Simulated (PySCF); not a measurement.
## Calculated data, F2OSi

Computed with PySCF 2.14.0. Calculation on a computer-drawn molecule: vertical ionisation energy to the stated ion spin, frozen-core CCSD(T) at the basis limit and cheaper methods, single-reference cases, UHF for radicals, no spin-orbit; all values are single points at the evaluated structure, the first of each entry, which is the reference or a displaced copy of it and isn't optimised; the reference structure only sets the zero of the energies above reference; triples share is (T) over the correlation energy.

### F2OSi

Evaluated structure:
```xyz
4
F2OSi
O     -1.9921    -4.3132     0.0264
Si    -2.2128    -2.8873     0.0344
F     -2.6043    -2.1599     1.4107
F     -2.2072    -1.8081    -1.0159
```

Reference structure:
```xyz
4
F2OSi
O     -1.9902    -4.3461    -0.0287
Si    -2.2340    -2.8965     0.1329
F     -2.6118    -2.1229     1.4473
F     -2.1743    -1.7797    -0.9705
```

```
charge                                    : 0
multiplicity                              : 1
ion multiplicity                          : 2
diffuse functions                         : no
basis                                     : cc-pV(n+d)Z
reference is                              : the Hartree-Fock double-zeta minimum
best is                                   : HF at quadruple zeta + MP2 correlation extrapolated from triple and quadruple zeta + CCSD(T) minus MP2 at triple zeta
basis step is                             : the size of the change from the same recipe one zeta lower
dipole magnitude HF at triple zeta        : —
total energy best                         : —
ion T1 diagnostic at triple zeta          : —
ionisation energy Koopmans at triple zeta : —
```

Drawn bonds:
| atom | other atom | order |
| --- | --- | --- |
| 1 | 2 | 2 |
| 2 | 3 | 1 |
| 2 | 4 | 1 |

Question: Estimate the dipole magnitude HF at triple zeta of F2OSi.
Answer: 2.784 debye

Question: Estimate the total energy best of F2OSi.
Answer: -563.9450 hartree

Question: What ion T1 diagnostic at triple zeta does the calculation give for F2OSi?
Answer: 0.01665

Question: F2OSi: ionisation energy Koopmans at triple zeta?
Answer: 13.67 eV

Question: Give the table of triple zeta values for F2OSi.
Answer: 
Triple zeta:
| method | ionisation energy (eV) | energy above reference (kcal/mol) |
| --- | --- | --- |
| HF | 10.65 | 3.613 |
| PBE | 12.24 | 7.317 |
| r2SCAN | 12.22 | 6.172 |
| B3LYP | 12.35 | 6.16 |
| wB97X | 12.3 | 5.735 |
| MP2 | 12.59 | 6.77 |
| CCSD | 12.21 | 5.847 |
| CCSD(T) | 12.32 | 6.348 |

Further results for F2OSi:

```
ionisation energy best                         : 12.58 eV
ionisation energy basis step                   : 0.09394 eV
energy above reference best                    : 6.208 kcal/mol
energy above reference basis step              : 0.3359 kcal/mol
ionisation energy EOM CCSD at triple zeta      : 12.37 eV
total energy HF triple zeta                    : -562.9215 hartree
total energy CCSD(T) triple zeta               : -563.7856 hartree
T1 diagnostic at triple zeta                   : 0.01483
D1 diagnostic at triple zeta                   : 0.04429
ion D1 diagnostic at triple zeta               : 0.06882
ion spin squared at triple zeta                : 0.7559
triples share at triple zeta                   : 0.03269
basis functions triple zeta                    : 129
dipole magnitude CCSD unrelaxed at triple zeta : 2.455 debye
dipole magnitude PBE at triple zeta            : 2.293 debye
dipole magnitude r2SCAN at triple zeta         : 2.409 debye
dipole magnitude B3LYP at triple zeta          : 2.417 debye
dipole magnitude wB97X at triple zeta          : 2.527 debye
```
